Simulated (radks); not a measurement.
Species: Ce5+. Configuration: [Kr] 4d10 5s2 5p5.

Method: scalar-relativistic Kohn-Sham, LB94 model potential, spin-polarised, spherical densities, finite nucleus; open shells are filled with parallel spins first (spin-orbit coupling, left out, can overturn this in heavy ions); Fermi nuclear charge, rms radius 4.8771 fm; computed with a radial shooting solver on a logarithmic mesh with Libxc functionals.

Energy parts (eV):
kinetic: 256122.74
electron-nucleus: -581407.02
Hartree: 89974.04
(The LB94 potential has no energy functional, so no total or exchange-correlation energy is given.)

Orbitals (lengths in bohr, moments of r in powers of bohr):
1s up: occ. 1; eigenvalue (eV) -40504.01; <r^2> 0.0008183; <1/r> 63.40
1s down: occ. 1; eigenvalue (eV) -40504.01; <r^2> 0.0008183; <1/r> 63.40
2s up: occ. 1; eigenvalue (eV) -6557.959; <r^2> 0.01301; <1/r> 14.62
2s down: occ. 1; eigenvalue (eV) -6557.912; <r^2> 0.01301; <1/r> 14.62
2p up: occ. 3; eigenvalue (eV) -5886.262; <r^2> 0.01036; <1/r> 13.86
2p down: occ. 3; eigenvalue (eV) -5886.189; <r^2> 0.01036; <1/r> 13.86
3s up: occ. 1; eigenvalue (eV) -1475.200; <r^2> 0.08838; <1/r> 5.295
3s down: occ. 1; eigenvalue (eV) -1475.154; <r^2> 0.08839; <1/r> 5.295
3p up: occ. 3; eigenvalue (eV) -1260.878; <r^2> 0.08828; <1/r> 5.023
3p down: occ. 3; eigenvalue (eV) -1260.831; <r^2> 0.08828; <1/r> 5.022
3d up: occ. 5; eigenvalue (eV) -955.2237; <r^2> 0.07530; <1/r> 4.772
3d down: occ. 5; eigenvalue (eV) -955.1831; <r^2> 0.07530; <1/r> 4.772
4s up: occ. 1; eigenvalue (eV) -351.1228; <r^2> 0.4550; <1/r> 2.217
4s down: occ. 1; eigenvalue (eV) -351.0249; <r^2> 0.4554; <1/r> 2.216
4p up: occ. 3; eigenvalue (eV) -281.1873; <r^2> 0.5115; <1/r> 2.049
4p down: occ. 3; eigenvalue (eV) -281.1320; <r^2> 0.5121; <1/r> 2.048
4d up: occ. 5; eigenvalue (eV) -180.1998; <r^2> 0.6208; <1/r> 1.803
4d down: occ. 5; eigenvalue (eV) -180.2211; <r^2> 0.6218; <1/r> 1.801
5s up: occ. 1; eigenvalue (eV) -100.5470; <r^2> 2.288; <1/r> 0.9373
5s down: occ. 1; eigenvalue (eV) -100.4740; <r^2> 2.271; <1/r> 0.9423
5p up: occ. 3; eigenvalue (eV) -80.9313; <r^2> 2.878; <1/r> 0.8242
5p down: occ. 2; eigenvalue (eV) -80.6907; <r^2> 2.858; <1/r> 0.8292

The highest occupied level is 5p down at -80.691 eV. The spin density at the nucleus is -1.811 e/bohr^3 (1s -0.330, 2s 0.380, 3s 0.371, 4s 0.701, 5s -2.933). The density falls to 0.001 e/bohr^3 at r = 3.17 bohr. Spin moment in Bohr magnetons: 1. Summed over all electrons, <r^2> = 30.65 bohr^2, which gives a Langevin (diamagnetic) susceptibility term of -24.3 x 10^-6 cm^3/mol. The electron density at the nucleus is 3.978e+05 e/bohr^3 (large components only).
